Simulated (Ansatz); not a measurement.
Z-matrix (Å, degrees):
```
Al
Al 1 2.584
H 1 1.587 2 120.2
H 1 1.587 2 120.0 3 -179.9
Cl 2 2.101 1 122.2 3 -178.5
Cl 2 2.101 1 122.5 3 1.6
```

The species carries charge 0 and has multiplicity 1.

Task: List the r2SCAN/def2-TZVPP orbital energies in eV (Ansatz). (An estimate is asked.)

Result: Computed: Occupied: -2753.20, -2753.20, -1518.46, -1517.66, -254.60, -254.60, -193.09, -193.09, -193.03, -193.03, -193.00, -193.00, -111.86, -111.16, -72.17, -72.02, -71.97, -71.53, -71.27, -71.24, -21.24, -20.95, -11.42, -10.53, -9.68, -8.76, -8.76, -8.34, -8.13, -7.91, -6.86. Lowest empty: -3.60, -1.06, -0.92, -0.66, 0.79, 1.35, 2.52, 2.78.
